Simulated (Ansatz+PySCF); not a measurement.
The numbers below are computed, except where a source is named.
**Several solutions for singlet CH3I**

```yaml
atoms:
  - { symbol: C, position_ang: [0.0000, 0.0000, -1.8143] }
  - { symbol: I, position_ang: [0.0000, 0.0000, 0.3272] }
  - { symbol: H, position_ang: [0.0000, -1.0420, -2.1517] }
  - { symbol: H, position_ang: [-0.9024, 0.5210, -2.1517] }
  - { symbol: H, position_ang: [0.9024, 0.5210, -2.1517] }
```

Basis set: def2-SVP (spherical functions, with the set's core potentials past Kr). Charge 0, multiplicity 1.

CASSCF(2,2) was run from several starts with Ansatz (development build ahead of 0.2.0) and PySCF 2.14.0. The starts are those of the Hartree–Fock orbitals from which the active space was taken at the frontier.

| run | program | start | converged | energy (hartree) | <S²> |
| --- | --- | --- | --- | --- | --- |
| A | PySCF | program defaults | yes | -336.23892 | 0.00 |
| B | Ansatz | stability test followed | yes | -336.23892 | 0.00 |
| C | Ansatz | search for the lowest state | yes | -336.25155 | 0.00 |
| D | Ansatz | atomic start, no search | yes | -336.23892 | 0.00 |

Task: Which runs reached the lowest solution of this kind, and what is wrong with the others?

Result: C reached the lowest solution found. Converged but too high: A by 0.34 eV, B by 0.34 eV, D by 0.34 eV. Convergence only shows a stationary point; in CASSCF the end hangs on which orbitals enter the active space. Caution: other starts end on other solutions of this active space.
